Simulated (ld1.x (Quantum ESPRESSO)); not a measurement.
u(r) = r·R(r): atom against pseudo-atom (cobalt)

Columns: radius, all-electron u(r) and pseudo u(r) of the 3d shell (level -27.39 eV) of cobalt in the configuration [Ne] 3s2 3p6 3d7 4s0 4p0; LDA (PZ), scalar-relativistic, TM semilocal scheme, ld1.x (Quantum ESPRESSO) 7.5.

| r (bohr) | all-electron | pseudo |
| --- | --- | --- |
| 0.075 | 0.0425 | 0.0056 |
| 0.150 | 0.1938 | 0.0430 |
| 0.225 | 0.3942 | 0.1336 |
| 0.300 | 0.5864 | 0.2813 |
| 0.375 | 0.7422 | 0.4711 |
| 0.450 | 0.8535 | 0.6735 |
| 0.525 | 0.9231 | 0.8549 |
| 0.600 | 0.9579 | 0.9885 |
| 0.675 | 0.9660 | 1.0621 |
| 0.750 | 0.9548 | 1.0782 |
| 0.825 | 0.9304 | 1.0499 |
| 0.900 | 0.8974 | 0.9943 |
| 0.975 | 0.8590 | 0.9268 |
| 1.050 | 0.8176 | 0.8586 |
| 1.125 | 0.7749 | 0.7957 |
| 1.200 | 0.7320 | 0.7404 |
| 1.275 | 0.6896 | 0.6920 |
| 1.350 | 0.6482 | 0.6486 |
| 1.425 | 0.6082 | 0.6082 |
| 1.500 | 0.5698 | 0.5698 |
| 1.575 | 0.5331 | 0.5331 |
| 1.650 | 0.4982 | 0.4982 |
| 1.725 | 0.4650 | 0.4650 |
| 1.800 | 0.4336 | 0.4336 |
| 1.875 | 0.4039 | 0.4039 |
| 1.950 | 0.3760 | 0.3760 |

How many radial nodes do the two functions have?

The all-electron 3d function has n − l − 1 = 0; the pseudo-wave has 0.

At about which radius was the pseudo-wave matched?

1.50 bohr. The columns agree to 0.0005 from 1.35 bohr on; several derivatives are matched, so the curves merge somewhat inside the radius.

Where does each function peak?

Outermost all-electron maximum near 0.68 bohr, pseudo maximum near 0.75 bohr (to the table’s step).

Is the pseudo-wave norm-conserving?

Yes: the TM semilocal scheme keeps the norm inside the radius equal to the all-electron one, which fixes the energy derivative of the logarithmic derivative at the level.
